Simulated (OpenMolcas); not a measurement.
O4+: effect of the IPEA shift

```
Program             : OpenMolcas
Basis               : ANO-RCC-VTZP [4s3p2d1f]
Scalar Hamiltonian  : DKH2, point nucleus
Active space        : 2 electrons in 4 orbitals (2s 2p)
State averaging     : 2S+1 = 3 even, 3 roots; 2S+1 = 1 even, 7 roots; 2S+1 = 3 odd, 3 roots; 2S+1 = 1 odd, 3 roots
Spin-orbit coupling : state interaction with AMFI integrals over the reference wave functions, term energies averaged over their components
```

Methods on the same reference wave functions:
A. CASSCF
B. MS-CASPT2, IPEA 0 Eh, imaginary shift 0.1 Eh (closed shells correlated: 1s)
C. MS-CASPT2, IPEA 0.25 Eh, imaginary shift 0.1 Eh (closed shells correlated: 1s)

Energies in cm-1 above 2s2 1S0, the measured ground level; measured values from Moore, Selected Tables of Atomic Spectra, NSRDS-NBS 3, section 9.

| Level | A | B | C | Measured |
| --- | --- | --- | --- | --- |
| 2s2 1S0 | 0.0 | 0.0 | 0.0 | 0.0 |
| 2s 2p 3P* 0 | 82778 | 82023 | 82052 | 81942 |
| 2s 2p 3P* 1 | 82926 | 82170 | 82199 | 82079 |
| 2s 2p 3P* 2 | 83222 | 82467 | 82496 | 82385 |
| 2s 2p 1P* 1 | 170958 | 161595 | 161823 | 158798 |
| 2p2 3P0 | 215652 | 214231 | 214280 | 213462 |
| 2p2 3P1 | 215800 | 214378 | 214427 | 213618 |
| 2p2 3P2 | 216089 | 214667 | 214716 | 213887 |
| 2p2 1D2 | 242322 | 233824 | 234064 | 231721 |
| 2p2 1S0 | 302171 | 291681 | 291847 | 287910 |

Deviations, from unrounded energies. A percentage is the sum of absolute deviations over the sum of measured energies, with the sign that they share, or ± where signs differ.

```tsv
Against measurement	Levels	A	B	C
mean absolute deviation (cm-1)	9	5100	1200	1300
other configurations (%)	9	+2.9	+0.7	+0.8
```

B lies closest to measurement on these levels and A furthest from it. The largest miss of B in the table is 2p2 1S0, by +3800 cm-1. The ranking rests on the paired levels alone, and a cruder setting can come out closer through cancelling errors.

Between B and C the level of the table that moves most is 2p2 1D2, by 240 cm-1 (lowest in B, highest in C).

The lowest spin-free term lies below A's lowest term by 0.006 hartree in B, 0.006 hartree in C.

Computed and measured levels are paired by configuration, term and J; levels that our copy of the source lacks, or whose pairing is in doubt (as where it misses far off the trend of its configuration), stay unpaired and out of the deviations. Levels of configurations outside the active space are missing.

* marks odd parity.
